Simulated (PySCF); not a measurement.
Nuclear quadrupole coupling in `Cc1pcoc1C(C)C`

Species: C7H11OP.
Z-matrix (Å and degrees, PBE0-D3(BJ)/def2-SVP geometry), rows numbered from 1:
```
C 
C   1  1.4990
P   2  1.7911  1  124.73
C   3  1.7056  2   87.75  1   179.83
O   4  1.3398  3  115.29  2     0.17
C   5  1.3520  4  112.45  3    -0.21
C   6  1.4965  2  130.80  1    -0.06
C   7  1.5295  6  111.10  2  -117.20
C   7  1.5294  6  111.18  2   117.82
H   1  1.0990  2  111.11  3     2.32
H   1  1.1020  2  111.72  3  -117.37
H   1  1.1017  2  111.76  3   122.07
H   4  1.0904  3  130.81  2   179.97
H   7  1.1018  6  106.04  2     0.29
H   8  1.1008  7  110.73  6   177.71
H   8  1.1008  7  110.53  6   -62.57
H   8  1.1002  7  111.30  6    57.23
H   9  1.1008  7  110.71  6  -178.08
H   9  1.1002  7  111.31  6   -57.64
H   9  1.1008  7  110.54  6    62.23
```

Field gradients from the PBE0/pcSseg-1 density (PySCF, non-relativistic), principal values in atomic units, ordered |Vxx| ≤ |Vyy| ≤ |Vzz|:

```
atom      Vxx      Vyy     Vzz
  O5  -0.6486  -0.7941  1.4427
```

Problem. Find the asymmetry η = (Vxx − Vyy)/Vzz and the couplings χ = eQV/h (234.96 MHz × Q in barn × V in au), with Q(17O) = −0.0256 b.

Solution. 
```json
{"atom": "O5", "environment": "furan-type oxygen", "nucleus": "17O", "η": "0.10", "χzz (MHz)": "-8.68", "χxx (MHz)": "3.90", "χyy (MHz)": "4.78"}
```

Problem. What is Vzz at O5 in SI units (1 au = 9.71736 × 10²¹ V/m²)?

Solution. 1.4427 au = 14.020 × 10²¹ V/m².

Problem. And the gradient at the other heavy atoms, for which no coupling is worked out here?

Solution. 
```json
{"atom": "C1", "environment": "benzylic-type carbon", "Vzz (au)": "0.086", "η": "0.21"}
{"atom": "C2", "environment": "substituted aromatic carbon", "Vzz (au)": "0.165", "η": "0.46"}
{"atom": "P3", "environment": "phosphorus bonded to 2 C", "Vzz (au)": "-1.127", "η": "0.22"}
{"atom": "C4", "environment": "aromatic CH next to a ring oxygen", "Vzz (au)": "-0.339", "η": "0.55"}
{"atom": "C6", "environment": "substituted aromatic carbon", "Vzz (au)": "-0.337", "η": "0.75"}
{"atom": "C7", "environment": "benzylic-type carbon", "Vzz (au)": "0.070", "η": "0.93"}
{"atom": "C8", "environment": "methyl carbon", "Vzz (au)": "0.071", "η": "0.17"}
{"atom": "C9", "environment": "methyl carbon", "Vzz (au)": "0.071", "η": "0.17"}
```

Problem. What couplings would deuterons (Q(2H) = 0.00286 b) have in place of the hydrogens, at this geometry?

Solution. 
```
atom  bonded to  bond length (Å)  Vzz (au)     η  χzz (kHz)
 H10         C1            1.099    0.2923  0.04        196
 H11         C1            1.102    0.2896  0.02        195
 H12         C1            1.102    0.2900  0.02        195
 H13         C4            1.090    0.3073  0.11        206
 H14         C7            1.102    0.2815  0.03        189
 H15         C8            1.101    0.2920  0.03        196
 H16         C8            1.101    0.2894  0.02        194
 H17         C8            1.100    0.2919  0.03        196
 H18         C9            1.101    0.2920  0.03        196
 H19         C9            1.100    0.2920  0.03        196
 H20         C9            1.101    0.2895  0.02        195
```

Isolated species at its PBE0-D3(BJ)/def2-SVP geometry (one conformer only). A larger basis could move these couplings by a tenth or more.
